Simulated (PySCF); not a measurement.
Coordinates in bohr (charge 0 multiplicity 1):
```
Ti    0.0000   -1.4822    0.0000
S     0.1029    2.3620    0.0000
H    -1.6319   -2.2074   -2.6739
H    -1.6319   -2.2074    2.6739
```

Computed with PBE0/[Ti def2-TZVP, S def2-TZVP, H def2-TZVP], no relativity, density fitting, PySCF.

This geometry of H2TiS is a stationary point at this level.

Question: What is the point group?

Answer: Cs.

Question: Is it a minimum?

Answer: Yes: all harmonic wavenumbers are real.

Question: List the harmonic modes with their infrared intensities.

Answer: 
```json
{"symmetry": "a'", "ω (cm⁻¹)": "379", "IR (km/mol)": "154"}
{"symmetry": "a''", "ω (cm⁻¹)": "447", "IR (km/mol)": "37.5"}
{"symmetry": "a'", "ω (cm⁻¹)": "568", "IR (km/mol)": "34.7"}
{"symmetry": "a'", "ω (cm⁻¹)": "677", "IR (km/mol)": "192"}
{"symmetry": "a''", "ω (cm⁻¹)": "1721", "IR (km/mol)": "347"}
{"symmetry": "a'", "ω (cm⁻¹)": "1749", "IR (km/mol)": "281"}
```

Question: Give the atomic charges and bond orders.

Answer: 
```json
{"atom": "Ti1", "Mulliken": "0.69", "Löwdin": "0.05", "polar tensor": "1.27", "Mayer order to Ti1": "–"}
{"atom": "S2", "Mulliken": "-0.42", "Löwdin": "0.15", "polar tensor": "-0.57", "Mayer order to Ti1": "2.33"}
{"atom": "H3,4", "Mulliken": "-0.14", "Löwdin": "-0.10", "polar tensor": "-0.35", "Mayer order to Ti1": "0.94"}
```

Stability towards spin polarisation was not tested. Other isomers or separated fragments may lie lower.
